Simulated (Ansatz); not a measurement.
[WO4]2- (WO4²⁻), relaxed as a singlet with RKS PBE-D4/def2-SVPD in Ansatz, starting from the GFN2-xTB (ALPB water) geometry. Force threshold 0.02 eV/Å.

In the def2 sets W takes a core potential; there is no spin–orbit coupling. A multiply charged anion in the gas phase is held together partly by the finite basis. The highest occupied level of the charge -2 singlet lies above zero (up to 3.61 eV). The electron is either unbound and held by the finite basis, or the level is raised by self-interaction error. The relaxation made no stability test and no search for a lower SCF solution.

Start:

```
atom   x (Å)   y (Å)   z (Å)
  W1   0.000   0.000   0.000
  O2   1.215   1.251   0.459
  O3  -0.096  -1.248   1.298
  O4   0.495  -0.781  -1.548
  O5  -1.614   0.778  -0.209
```

Q: Estimate the energy that the relaxation releases and the steps that it takes.

A: 0.02 eV, in 2 steps; 1.8 s on 4 threads of Arm Neoverse V1 on a shared host. No frequencies were taken in this run, so the end may be a saddle point.

Q: Does the start keep its bonding and symmetry?

A: By distances, no bond broke or formed. The bond that changes most is W1–O5, from 1.80 to 1.82 Å (atoms count from 1). Point group Td at the start, Td at the end, both within 0.05 Å.

Q: Predict the relaxed structure.

A: 
```xyz
5

W     0.000    0.000    0.000
O     1.225    1.261    0.462
O    -0.098   -1.258    1.309
O     0.499   -0.786   -1.561
O    -1.626    0.783   -0.209
```
Bond lengths: 4 × O–W 1.82 Å.
